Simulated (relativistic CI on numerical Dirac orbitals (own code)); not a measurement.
Radial Dirac CI calculation of In⁷⁺: levels, rates and radial parameters.

Command:

```sh
python run_levels.py task.json out
```

Input:

```
atom In  Z=49  charge=7  electrons=42
nucleus A=115  rms_radius_fm=4.6156
hamiltonian dirac-coulomb  breit=on  qed=on  c_scale=1
orbitals kli  potential=per-configuration
slater_scale 1
correlation none
mixing on
configurations
  [Kr] 4d6
  [Kr] 4d5 5s
  [Kr] 4d5 4f
  [Ar] 3d10 4s2 4p5 4d7
  [Kr] 4d5 5p
  [Kr] 4d4 5s2
  [Kr] 4d4 4f2
  [Ar] 3d10 4s2 4p4 4d8
  [Ar] 3d10 4s 4p6 4d7
  [Kr] 4d4 5s 5p
  [Kr] 4d5 5d
  [Kr] 4d4 4f 5s
  [Kr] 4d5 6s
  [Kr] 4d5 6p
  [Kr] 4d5 5f
  [Ar] 3d10 4p6 4d8
  [Kr] 4d5 7s
  [Ar] 3d10 4s2 4p5 4d6 5s
  [Kr] 4d5 7p
  [Ar] 3d10 4s 4p6 4d5 5s2
end
```

Hardware: one thread of Neoverse-V1, on a shared host. Rates were computed among at most 500 levels.

(1) How large is the problem, and how long does it take?

Answers

(1) 5832 determinants at the lowest M give 5832 levels; 181 SCF iterations in all; about 7.2 s of CPU and 0.27 GiB at the peak.
